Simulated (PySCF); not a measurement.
H4BN, triplet, at a GFN2-xTB geometry (a higher spin typed on purpose: for a closed-shell molecule this is an excited state); MP2/6-31G** (PySCF).

PySCF was given this input:
```python
from pyscf import gto, scf, mp

mol = gto.Mole()
mol.atom = '''
    B    -0.788053    0.152930   -0.225108
    N     0.621707   -0.040988    0.055055
    H    -1.388550   -0.893044   -0.304140
    H    -1.375597    0.656645    0.703314
    H     1.374430    0.320289   -0.510347
    H     0.978033   -0.561622    0.851326
'''
mol.basis = '6-31g**'
mol.charge = 0
mol.spin = 2
mol.verbose = 4
mol.build()

mf = scf.UHF(mol)
mf.kernel()

pt = mp.MP2(mf, frozen=2)
pt.kernel()
print('E(MP2) = %.10f' % pt.e_tot)
```

Write the output that PySCF gives for this input, abridged.


```
PySCF version 2.14.0

[INPUT] verbose = 4
[INPUT] num. atoms = 6
[INPUT] num. electrons = 16
[INPUT] charge = 0
[INPUT] spin (= nelec alpha-beta = 2S) = 2
[INPUT] symmetry False subgroup None
[INPUT] Mole.unit = angstrom
[INPUT] Symbol           X                Y                Z      unit          X                Y                Z       unit  Magmom
[INPUT]  1 B     -0.788053000000   0.152930000000  -0.225108000000 AA   -1.489204341642   0.288995816230  -0.425392468449 Bohr   0.0
[INPUT]  2 N      0.621707000000  -0.040988000000   0.055055000000 AA    1.174855959725  -0.077456094394   0.104038871788 Bohr   0.0
[INPUT]  3 H     -1.388550000000  -0.893044000000  -0.304140000000 AA   -2.623979210265  -1.687608577186  -0.574741303525 Bohr   0.0
[INPUT]  4 H     -1.375597000000   0.656645000000   0.703314000000 AA   -2.599501587773   1.240879211065   1.329070839572 Bohr   0.0
[INPUT]  5 H      1.374430000000   0.320289000000  -0.510347000000 AA    2.597296277386   0.605258490711  -0.964416058493 Bohr   0.0
[INPUT]  6 H      0.978033000000  -0.561622000000   0.851326000000 AA    1.848214510787  -1.061311765530   1.608772982721 Bohr   0.0

nuclear repulsion = 31.5865700744722
number of shells = 24
number of NR pGTOs = 82
number of NR cGTOs = 48
basis = 6-31g**
ecp = {}

******** <class 'pyscf.scf.uhf.UHF'> ********
method = UHF
initial guess = minao
damping factor = 0
level_shift factor = 0
DIIS = <class 'pyscf.scf.diis.CDIIS'>
diis_start_cycle = 1
diis_space = 8
diis_damp = 0
SCF conv_tol = 1e-09
SCF conv_tol_grad = None
SCF max_cycles = 50
direct_scf = True
direct_scf_tol = 1e-13
number electrons alpha = 9  beta = 7
Set gradient conv threshold to 3.16228e-05
init E= -81.4057404483571

cycle= 1 E= -81.2938455548984  delta_E= 0.112  |g|= 0.218  |ddm|= 1.44
cycle= 2 E= -81.3311062625785  delta_E= -0.0373  |g|= 0.0798  |ddm|= 0.259
cycle= 3 E= -81.337017059863  delta_E= -0.00591  |g|= 0.0486  |ddm|= 0.097
cycle= 4 E= -81.3391482240048  delta_E= -0.00213  |g|= 0.0198  |ddm|= 0.0514
cycle= 5 E= -81.3403085001617  delta_E= -0.00116  |g|= 0.0152  |ddm|= 0.0408
cycle= 6 E= -81.3413573521218  delta_E= -0.00105  |g|= 0.00969  |ddm|= 0.0517
cycle= 7 E= -81.3420290725221  delta_E= -0.000672  |g|= 0.0036  |ddm|= 0.0662
cycle= 8 E= -81.3420924668454  delta_E= -6.34e-05  |g|= 0.00174  |ddm|= 0.0205
cycle= 9 E= -81.3421055051765  delta_E= -1.3e-05  |g|= 0.000613  |ddm|= 0.0138
cycle= 10 E= -81.3421059912848  delta_E= -4.86e-07  |g|= 0.000236  |ddm|= 0.00201
cycle= 11 E= -81.3421061483149  delta_E= -1.57e-07  |g|= 6.73e-05  |ddm|= 0.00151
cycle= 12 E= -81.342106157621  delta_E= -9.31e-09  |g|= 1.66e-05  |ddm|= 0.000319
cycle= 13 E= -81.3421061581167  delta_E= -4.96e-10  |g|= 4.74e-06  |ddm|= 6.32e-05
Extra cycle  E= -81.342106158145  delta_E= -2.83e-11  |g|= 2.54e-06  |ddm|= 9.21e-06
converged SCF energy = -81.342106158145  <S^2> = 2.0128273  2S+1 = 3.0085394

******** <class 'pyscf.mp.ump2.UMP2'> ********
nocc = (np.int64(7), np.int64(5)), nmo = (46, 46)
frozen orbitals 2
E(UMP2) = -81.5835365385887  E_corr = -0.241430380443635
E(SCS-UMP2) = -81.5856948437652  E_corr = -0.243588685620126
E_corr(same-spin) = -0.0532243510525792
E_corr(oppo-spin) = -0.188206029391056
E(MP2) = -81.5835365386
```
